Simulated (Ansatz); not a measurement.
A geometry relaxed with PBE0-D4/def2-TZVP (Ansatz, a program for electronic structure), charge 0, multiplicity 1:

```xyz
9

H      2.8331     0.6012     0.3295
C     -0.0486    -0.6109     0.0313
H     -1.0254     1.2641    -0.3557
H     -1.8309     0.2658     0.8595
C      1.1658    -0.1662    -0.1504
H     -1.9534    -0.1545    -0.8488
H     -0.1495    -1.6601     0.2896
N      2.2868     0.2219    -0.4424
C     -1.2779     0.2388    -0.0838
```

Question: Write the SMILES of this molecule.

Answer: `CC=C=N`
